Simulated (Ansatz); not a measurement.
Ansatz results at the PBE0-D4/def2-TZVP geometry: HOMO energy (B3LYP/def2-TZVPP) -8.47 eV; HOMO–LUMO gap (B3LYP/def2-TZVPP) 6.43 eV; zero-point energy (PBE0-D4/def2-TZVP) 5.6 kJ/mol.

Task: Which molecule gave them?
A. `C[CH2][Zn][F]`
B. `C[CH2][Zn][NH2]`
C. `C[CH2][ZnH]`
D. `[Cl][Zn][Br]`

Result: D. The others give `C[CH2][ZnH]`: -6.86, 6.22, 184.9; `C[CH2][Zn][NH2]`: -6.33, 6.03, 233.5; `C[CH2][Zn][F]`: -7.92, 7.09, 175.1.

B3LYP here is the variant with VWN-RPA as its local correlation; programs differ in this.
